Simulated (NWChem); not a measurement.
System: C2H4BFO2; SMILES CC(=O)OBF

The following NWChem deck was run.

```
start job
memory heap 200 mb stack 900 mb global 1100 mb
geometry units angstroms noautosym nocenter noautoz
  B      0.508852    -1.550523    -0.319467
  F     -0.520464    -2.030425     0.345362
  H      1.281546    -2.293325    -0.865463
  O      0.764244    -0.210114    -0.352196
  C     -0.123093     0.792507    -0.046000
  C      0.588200     1.994635     0.489547
  O     -1.295087     0.688122    -0.238451
  H     -0.130832     2.798805     0.679221
  H      1.351259     2.324546    -0.230591
  H      1.116018     1.730018     1.418096
end
basis spherical
  B library 6-31g*
  F library 6-31g*
  H library 6-31g*
  O library 6-31g*
  C library 6-31g*
end
dft
  xc hfexch
  iterations 150
  mulliken
end
task dft energy
esp
  recalculate
  probe 0.07
  range 0.3
  factor 1.0
  spacing 0.02
end
task esp
```

NWChem printed, in part:

```
             Northwest Computational Chemistry Package (NWChem) 7.3.0
             --------------------------------------------------------

                             Geometry "geometry" -> ""
                             -------------------------

 Output coordinates in angstroms (scale by  1.889725989 to convert to a.u.)

  No.       Tag          Charge          X              Y              Z
 ---- ---------------- ---------- -------------- -------------- --------------
    1 B                    5.0000     0.50885200    -1.55052300    -0.31946700
    2 F                    9.0000    -0.52046400    -2.03042500     0.34536200
    3 H                    1.0000     1.28154600    -2.29332500    -0.86546300
    4 O                    8.0000     0.76424400    -0.21011400    -0.35219600
    5 C                    6.0000    -0.12309300     0.79250700    -0.04600000
    6 C                    6.0000     0.58820000     1.99463500     0.48954700
    7 O                    8.0000    -1.29508700     0.68812200    -0.23845100
    8 H                    1.0000    -0.13083200     2.79880500     0.67922100
    9 H                    1.0000     1.35125900     2.32454600    -0.23059100
   10 H                    1.0000     1.11601800     1.73001800     1.41809600

 Effective nuclear repulsion energy (a.u.)     224.2397343310

  xc_inp: hfexch multiplicative factor not found.

                                 NWChem DFT Module
                                 -----------------

 Summary of "ao basis" -> "ao basis" (spherical)
 ------------------------------------------------------------------------------
       Tag                 Description            Shells   Functions and Types
 ---------------- ------------------------------  ------  ---------------------
 B                           6-31g*                  6       14   3s2p1d
 F                           6-31g*                  6       14   3s2p1d
 H                           6-31g*                  2        2   2s
 O                           6-31g*                  6       14   3s2p1d
 C                           6-31g*                  6       14   3s2p1d

            General Information
            -------------------
          SCF calculation type: DFT
          Wavefunction type:  closed shell.
          No. of atoms     :    10
          No. of electrons :    46
           Alpha electrons :    23
            Beta electrons :    23
          Charge           :     0
          Spin multiplicity:     1
          Use of symmetry is: off; symmetry adaption is: off
          Maximum number of iterations: 150
          AO basis - number of functions:    92
                     number of shells:    44
          Convergence on energy requested:  1.00D-06
          Convergence on density requested:  1.00D-05
          Convergence on gradient requested:  5.00D-04

              XC Information
              --------------
                     Hartree-Fock (Exact) Exchange  1.000

      Superposition of Atomic Density Guess
      -------------------------------------

 Sum of atomic energies:        -350.72056343

      Non-variational initial energy
      ------------------------------

 Total energy =    -353.346116
 1-e energy   =    -926.460546
 2-e energy   =     348.874696
 HOMO         =      -0.376205
 LUMO         =       0.033851

     ---------------------------------------------
      Total Density - Mulliken Population Analysis
     ---------------------------------------------

    Atom       Charge   Shell Charges
 -----------   ------   -------------------------------------------------------
    1 B    5     4.16   2.00  0.55  0.95  0.38  0.17  0.12
    2 F    9     9.46   2.00  0.95  3.46  0.97  2.08  0.01
    3 H    1     1.04   0.48  0.56
    4 O    8     8.66   2.00  0.93  3.06  0.86  1.80  0.01
    5 C    6     4.81   2.00  0.67  1.38  0.33  0.31  0.11
    6 C    6     6.74   2.00  0.72  2.06  0.68  1.25  0.03
    7 O    8     8.87   2.00  0.95  3.13  0.94  1.84  0.02
    8 H    1     0.77   0.46  0.30
    9 H    1     0.74   0.45  0.29
   10 H    1     0.74   0.45  0.29

   convergence    iter        energy       DeltaE   RMS-Dens  Diis-err
 ---------------- ----- ----------------- --------- --------- ---------
 d= 0,ls=0.0,diis     1   -351.8865771035 -5.76D+02  9.26D-03  1.26D+00
 d= 0,ls=0.0,diis     2   -351.9837725027 -9.72D-02  3.98D-03  5.55D-01
 d= 0,ls=0.0,diis     3   -352.0326680565 -4.89D-02  9.88D-04  1.22D-02
 d= 0,ls=0.0,diis     4   -352.0346964024 -2.03D-03  4.31D-04  2.49D-03
 d= 0,ls=0.0,diis     5   -352.0350458422 -3.49D-04  2.05D-04  1.78D-04
  Resetting Diis
 d= 0,ls=0.0,diis     6   -352.0351031518 -5.73D-05  1.16D-04  3.85D-05
 d= 0,ls=0.0,diis     7   -352.0351166384 -1.35D-05  1.97D-05  4.01D-06
 d= 0,ls=0.0,diis     8   -352.0351174499 -8.11D-07  8.56D-06  9.21D-07

         Total DFT energy =     -352.035117449906
      One electron energy =     -929.252194697748
           Coulomb energy =      395.347422810282
    Exchange-Corr. energy =      -42.370079893415
 Nuclear repulsion energy =      224.239734330976

 Numeric. integr. density =        0.000000000000

                       DFT Final Molecular Orbital Analysis
                       ------------------------------------

 Vector   21  Occ=2.000000D+00  E=-5.415383D-01
              MO Center=  5.0D-01, -6.1D-01, -2.0D-01, r^2= 4.7D+00
   Bfn.  Coefficient  Atom+Function         Bfn.  Coefficient  Atom+Function
  ----- ------------  ---------------      ----- ------------  ---------------
    30      0.255213   3 H  s                29      0.213122   3 H  s
     4     -0.199136   1 B  py               18      0.180183   2 F  py
    76     -0.179579   7 O  py               34      0.173991   4 O  py
    62      0.169310   6 C  py                3      0.157832   1 B  px
    33      0.153591   4 O  px               22      0.140815   2 F  py

 Vector   22  Occ=2.000000D+00  E=-4.978287D-01
              MO Center= -4.5D-01,  4.8D-01, -2.0D-01, r^2= 2.2D+00
   Bfn.  Coefficient  Atom+Function         Bfn.  Coefficient  Atom+Function
  ----- ------------  ---------------      ----- ------------  ---------------
    77      0.447188   7 O  pz               81      0.333527   7 O  pz
    35     -0.319167   4 O  pz               39     -0.269399   4 O  pz
    49      0.191431   5 C  pz               53      0.113285   5 C  pz
    63     -0.097869   6 C  pz               90      0.086902   9 H  s
    75     -0.080043   7 O  px               89      0.076947   9 H  s

 Vector   23  Occ=2.000000D+00  E=-4.588444D-01
              MO Center= -5.8D-01,  5.5D-01, -1.7D-01, r^2= 2.5D+00
   Bfn.  Coefficient  Atom+Function         Bfn.  Coefficient  Atom+Function
  ----- ------------  ---------------      ----- ------------  ---------------
    76      0.517005   7 O  py               80      0.387228   7 O  py
    33     -0.201305   4 O  px               37     -0.173166   4 O  px
    61      0.148651   6 C  px               77      0.140814   7 O  pz
    62      0.137255   6 C  py               34      0.117206   4 O  py
    30      0.111014   3 H  s                64     -0.106817   6 C  s

 Vector   24  Occ=0.000000D+00  E= 1.418487D-01
              MO Center=  1.9D-01, -3.9D-01, -1.8D-01, r^2= 3.8D+00
   Bfn.  Coefficient  Atom+Function         Bfn.  Coefficient  Atom+Function
  ----- ------------  ---------------      ----- ------------  ---------------
     9      0.499754   1 B  pz               53     -0.402170   5 C  pz
    92      0.326354  10 H  s                49     -0.320655   5 C  pz
    81      0.304450   7 O  pz                7      0.278724   1 B  px
     5      0.262041   1 B  pz               90     -0.256954   9 H  s
    77      0.226176   7 O  pz                3      0.172164   1 B  px

[...]

                     NWChem Electrostatic Potential Fit Module
                     -----------------------------------------

 Atom parameters

 Number of atoms is                                   10
 Number of basis functions is                         92

 Grid parameters

 Maximum number of grid points is                  40800
 Number of grid points is                          40799
 Grid range                                     0.300000 nm
 Grid spacing                                   0.020000 nm
 Probe radius                                   0.070000 nm
 Atom radius factor                             1.000000

 Atomic radii

    1    0.100000
    5    0.158000
    6    0.147000
    8    0.136000
    9    0.128000
 FASTESP  F
  using M.O. file = ./job.movecs

    Atom              Coordinates                           Charge

                                                  ESP

    1 B     0.050885   -0.155052   -0.031947    0.871487
    2 F    -0.052046   -0.203043    0.034536   -0.349555
    3 H     0.128155   -0.229333   -0.086546   -0.189675
    4 O     0.076424   -0.021011   -0.035220   -0.652348
    5 C    -0.012309    0.079251   -0.004600    0.982111
    6 C     0.058820    0.199464    0.048955   -0.450217
    7 O    -0.129509    0.068812   -0.023845   -0.595242
    8 H    -0.013083    0.279881    0.067922    0.113719
    9 H     0.135126    0.232455   -0.023059    0.136336
   10 H     0.111602    0.173002    0.141810    0.133384
                                            ------------
                                                0.000000

 Dipole moment                                  1.235413

 Quadrupole moment Qxx                        -11.135290
                   Qyy                          6.286012
                   Qzz                          4.849278

 RMS deviation kJ/mol                           0.050594

 RRMS %                                        19.665746
```

Level: Hartree-Fock/6-31G* (spherical d). Geometry: optimised at PBE0/def2-SVP.
